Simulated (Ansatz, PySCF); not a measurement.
C4H9O, SMILES CCC[CH]O, multiplicity 2. Atoms are numbered in the order given.

```xyz
14

C      2.3769    -0.2724    -0.0346
C      0.9163    -0.3788    -0.4535
C      0.0199     0.6761     0.2241
C     -1.4202     0.5621    -0.1161
O     -2.0215    -0.5742     0.3639
H      2.9989    -1.0365    -0.5271
H      2.7965     0.7149    -0.2912
H      2.4883    -0.4031     1.0548
H      0.5185    -1.3783    -0.2058
H      0.8275    -0.2755    -1.5505
H      0.1366     0.5807     1.3215
H      0.3724     1.6884    -0.0429
H     -1.8079     0.9675    -1.0627
H     -2.9263    -0.6118     0.0306
```
Charge 0, spin multiplicity 2.

Coordinates come from a r2SCAN-D4/def2-SVP optimisation. The isomer is the one that the SMILES or the coordinates give; other isomers of the formula were not compared. Other conformers were not sampled.

Two levels are set side by side: PBE-D3(BJ)/def2-SVP (Ansatz, an electronic-structure program) and r2SCAN-D4/def2-SVP (Ansatz). Each level has its own optimised geometry; the coordinates shown are those of the second. Frequencies come from the Hessian of PySCF at each geometry. Differences are taken from unrounded values.

| quantity | r2SCAN-D4 |
|---|---|
| mean bond length (Å) | 1.209 |
| bond C1–C2 (Å) | 1.523 |
| bond C2–C3 (Å) | 1.541 |
| bond C3–C4 (Å) | 1.484 |
| bond C4–O5 (Å) | 1.372 |
| bond C1–H6 (Å) | 1.101 |
| bond C1–H7 (Å) | 1.103 |
| bond C1–H8 (Å) | 1.103 |
| bond C2–H9 (Å) | 1.104 |
| bond C2–H10 (Å) | 1.105 |
| bond C3–H11 (Å) | 1.108 |
| bond C3–H12 (Å) | 1.105 |
| bond C4–H13 (Å) | 1.100 |
| bond O5–H14 (Å) | 0.965 |
| highest harmonic wavenumber (cm⁻¹) | 3847 |
| mean harmonic wavenumber (cm⁻¹) | 1500 |
| zero-point energy (kcal/mol) | 77.17 |

Task: What does PBE-D3(BJ) give, and how far is it from r2SCAN-D4? (Estimate from the structure and the level; the computed values follow.)

Result: 
```tsv
quantity	PBE-D3(BJ)	PBE-D3(BJ) minus r2SCAN-D4
mean bond length (Å)	1.215	0.007
bond C1–C2 (Å)	1.528	0.005
bond C2–C3 (Å)	1.548	0.007
bond C3–C4 (Å)	1.488	0.004
bond C4–O5 (Å)	1.376	0.004
bond C1–H6 (Å)	1.109	0.007
bond C1–H7 (Å)	1.111	0.008
bond C1–H8 (Å)	1.110	0.008
bond C2–H9 (Å)	1.111	0.007
bond C2–H10 (Å)	1.112	0.007
bond C3–H11 (Å)	1.115	0.008
bond C3–H12 (Å)	1.112	0.007
bond C4–H13 (Å)	1.107	0.007
bond O5–H14 (Å)	0.974	0.009
highest harmonic wavenumber (cm⁻¹)	3729	-118
mean harmonic wavenumber (cm⁻¹)	1461	-38
zero-point energy (kcal/mol)	75.19	-1.98
```
